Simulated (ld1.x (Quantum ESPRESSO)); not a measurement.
## tin (Sn): excitation energies, all-electron against TM

ld1.x (Quantum ESPRESSO) 7.5 input, shortened:

```
&input
   title='Sn', zed=50., rel=2, dft='PBE', iswitch=3,
   config='[Kr] 4d10 5s1.75 5p2.25', rel_dist='average'
 /
 &inputp
   pseudotype=2, tm=.true., lloc=-1, rcloc=2.28,
   nlcc=.true., new_core_ps=.true., rcore=1.35
 /
2
5S  1  0   1.75   0.00  1.80  1.80  0.0
5P  2  1   2.25   0.00  2.80  2.80  0.0
 &test
   configts(1)='5s1.75 5p2.25'
 /
```

Open shells are filled in proportion to 2j + 1 (rel_dist='average').

Energies are relative to the spin-unpolarised reference configuration 5s1.75 5p2.25; without spin polarisation the order of configurations can differ from experiment.

(1) Give the all-electron excitation energy and the error of the potential for: 5s2 5p2; 5s2 5p1; 5s2 5p0; 5s1 5p3; 5s2 5p2.3; 5s2 5p1.5; 5s1 5p0.

Levels in the configuration 5s1 5p0:

| level | all-electron (eV) | pseudo (eV) |
| --- | --- | --- |
| 5s j=1/2 | -35.953 | -36.359 |

Answers

(1)

```csv
valence configuration,charge,ΔE all-electron (eV),error AE − PS (meV)
5s2 5p2,0,-1.717,-0.6
5s2 5p1,+1,5.170,-3.6
5s2 5p0,+2,19.141,-49
5s1 5p3,0,5.242,-6.2
5s2 5p2.3,-0.3,-2.570,-1.0
5s2 5p1.5,+0.5,0.905,-0.5
5s1 5p0,+3,50.111,-298
```
